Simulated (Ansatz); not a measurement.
CaF2, charge -1, doublet, at a GFN2-xTB geometry (such geometries of metal compounds can be far from the true shape) (a state made from the parent by changing its charge; the spin is typed, not shown lowest) (a gas-phase anion, which may not be bound at this level), atoms displaced at random by about 0.02 Å a coordinate; B3LYP/def2-SVP in Ansatz (a quantum-chemistry and plane-wave program).

Ansatz was given this input:
Ansatz 0.2 input:
```yaml
crystal:
  periodic: [false, false, false]
  atoms:
    - {symbol: Ca, position_ang: [0.03172972, 0.00995151, 0.00764476]}
    - {symbol: F, position_ang: [0.00165916, 0.00435950, 1.87626117]}
    - {symbol: F, position_ang: [-0.00251601, -0.01589076, -1.88136705]}
basis:
  gaussian:
    orbitals: def2-SVP
hamiltonian:
  xc: b3lyp
total_charge: -1
magnetization: {spin_polarized: true, initial_magnetization: 1}
relax: {escape_saddle: false}
```

Task: What does Ansatz print? Leave out banner, timings and long lists.

Result: 
```
Functional definition: B3LYP
586 factors; integrals over basis functions are off by at most 3.6e-4 eV
mean field evaluation 1: about -23869.2851 eV, gradient 8.7e0 eV
mean field evaluation 2: about -23869.0871 eV, gradient 1.2e1 eV
mean field evaluation 4: about -23869.5627 eV, gradient 2.0e-1 eV
mean field evaluation 8: about -23869.6084 eV, gradient 1.0e-2 eV
mean field evaluation 16: about -23869.6084 eV, gradient 2.9e-5 eV
mean field -23869.60841920 eV, -877.1919300041 hartree, gradient 2.9e-5 eV, S^2 0.750187; 0 other end points of the search recorded, 0 dependent functions left out
the calculation of the forces begins
reference -23869.60859447 eV, -877.1919364448 hartree; 20, 19 occupied and 32, 33 virtual orbitals, 586 factors
relax step   1: F+E_penalty+E_count = -23869.60841920 eV  Δ(F+E_penalty+E_count) = +0.000e0 eV  max|allowed force component| = 3.840e0 eV/Å  Δτ_max = 0.0000 Å  (28 SCF iters, accepted)
these checks for a lower state are left out or cut short: starts, cluster_reference, orbital_swaps, neighbouring_geometries, increment
586 factors; integrals over basis functions are off by at most 2.9e-4 eV
mean field -23870.06332991 eV, -877.2086476643 hartree, gradient 2.9e-5 eV, S^2 0.750250; 0 other end points of the search recorded, 0 dependent functions left out
the calculation of the forces begins
reference -23870.06351078 eV, -877.2086543111 hartree; 20, 19 occupied and 32, 33 virtual orbitals, 586 factors
relax step   2: F+E_penalty+E_count = -23870.06332991 eV  Δ(F+E_penalty+E_count) = -4.549e-1 eV  max|allowed force component| = 9.085e-1 eV/Å  Δτ_max = 0.1102 Å  (31 SCF iters, accepted)
these checks for a lower state are left out or cut short: starts, cluster_reference, orbital_swaps, neighbouring_geometries, increment
586 factors; integrals over basis functions are off by at most 2.9e-4 eV
mean field evaluation 32: about -23870.1012 eV, gradient 1.4e-5 eV
mean field -23870.10119588 eV, -877.2100392130 hartree, gradient 1.4e-5 eV, S^2 0.750273; 0 other end points of the search recorded, 0 dependent functions left out
the calculation of the forces begins
reference -23870.10137970 eV, -877.2100459681 hartree; 20, 19 occupied and 32, 33 virtual orbitals, 586 factors
relax step   3: F+E_penalty+E_count = -23870.10119588 eV  Δ(F+E_penalty+E_count) = -3.787e-2 eV  max|allowed force component| = 1.106e-1 eV/Å  Δτ_max = 0.0425 Å  (30 SCF iters, accepted)
these checks for a lower state are left out or cut short: starts, cluster_reference, orbital_swaps, neighbouring_geometries, increment
586 factors; integrals over basis functions are off by at most 2.7e-4 eV
mean field -23870.12004555 eV, -877.2107319253 hartree, gradient 2.7e-5 eV, S^2 0.750250; 0 other end points of the search recorded, 0 dependent functions left out
the calculation of the forces begins
reference -23870.12023227 eV, -877.2107387872 hartree; 20, 19 occupied and 32, 33 virtual orbitals, 586 factors
relax step   4: F+E_penalty+E_count = -23870.12004555 eV  Δ(F+E_penalty+E_count) = -1.885e-2 eV  max|allowed force component| = 3.559e-1 eV/Å  Δτ_max = 0.1187 Å  (30 SCF iters, accepted)
these checks for a lower state are left out or cut short: starts, cluster_reference, orbital_swaps, neighbouring_geometries, increment
586 factors; integrals over basis functions are off by at most 2.8e-4 eV
mean field -23870.17993190 eV, -877.2129327084 hartree, gradient 2.0e-5 eV, S^2 0.750166; 0 other end points of the search recorded, 0 dependent functions left out
the calculation of the forces begins
reference -23870.18011977 eV, -877.2129396125 hartree; 20, 19 occupied and 32, 33 virtual orbitals, 586 factors
relax step   5: F+E_penalty+E_count = -23870.17993190 eV  Δ(F+E_penalty+E_count) = -5.989e-2 eV  max|allowed force component| = 5.774e-1 eV/Å  Δτ_max = 0.2000 Å  (36 SCF iters, accepted)
these checks for a lower state are left out or cut short: starts, cluster_reference, orbital_swaps, neighbouring_geometries, increment
586 factors; integrals over basis functions are off by at most 2.8e-4 eV
mean field -23870.24167654 eV, -877.2152017818 hartree, gradient 2.5e-5 eV, S^2 0.750117; 0 other end points of the search recorded, 0 dependent functions left out
the calculation of the forces begins
reference -23870.24186126 eV, -877.2152085701 hartree; 20, 19 occupied and 32, 33 virtual orbitals, 586 factors
relax step   6: F+E_penalty+E_count = -23870.24167654 eV  Δ(F+E_penalty+E_count) = -6.174e-2 eV  max|allowed force component| = 1.311e-1 eV/Å  Δτ_max = 0.1290 Å  (30 SCF iters, accepted)
these checks for a lower state are left out or cut short: starts, cluster_reference, orbital_swaps, neighbouring_geometries, increment
586 factors; integrals over basis functions are off by at most 2.9e-4 eV
mean field evaluation 64: about -23870.2518 eV, gradient 1.2e-5 eV
mean field -23870.25180752 eV, -877.2155740886 hartree, gradient 1.2e-5 eV, S^2 0.750104; 0 other end points of the search recorded, 0 dependent functions left out
the calculation of the forces begins
reference -23870.25199132 eV, -877.2155808432 hartree; 20, 19 occupied and 32, 33 virtual orbitals, 586 factors
relax step   7: F+E_penalty+E_count = -23870.25180752 eV  Δ(F+E_penalty+E_count) = -1.013e-2 eV  max|allowed force component| = 1.836e-1 eV/Å  Δτ_max = 0.1239 Å  (30 SCF iters, accepted)
these checks for a lower state are left out or cut short: starts, cluster_reference, orbital_swaps, neighbouring_geometries, increment
586 factors; integrals over basis functions are off by at most 2.8e-4 eV
mean field -23870.25464495 eV, -877.2156783624 hartree, gradient 2.0e-5 eV, S^2 0.750102; 0 other end points of the search recorded, 0 dependent functions left out
the calculation of the forces begins
reference -23870.25482808 eV, -877.2156850922 hartree; 20, 19 occupied and 32, 33 virtual orbitals, 586 factors
relax step   8: F+E_penalty+E_count = -23870.25464495 eV  Δ(F+E_penalty+E_count) = -2.837e-3 eV  max|allowed force component| = 5.774e-3 eV/Å  Δτ_max = 0.0232 Å  (30 SCF iters, accepted)
586 factors; integrals over basis functions are off by at most 2.8e-4 eV
mean field -23870.25464495 eV, -877.2156783624 hartree, gradient 2.0e-5 eV, S^2 0.750102; 1 other end points of the search recorded, 0 dependent functions left out
the calculation of the forces begins
reference -23870.25482808 eV, -877.2156850922 hartree; 20, 19 occupied and 32, 33 virtual orbitals, 586 factors
Total energy: -23870.25482808 eV, -877.2156850922 hartree
Atom 0 at     0.549677     0.262257    -0.001165 Å, force     0.002125     0.001036     0.000143 eV/Å
Atom 1 at    -0.257419    -0.122201     1.807101 Å, force    -0.001022    -0.000471     0.005631 eV/Å
Atom 2 at    -0.261385    -0.141636    -1.803397 Å, force    -0.001102    -0.000565    -0.005774 eV/Å
Dipole moment:     0.124192     0.060505    -0.000470 e Å
```
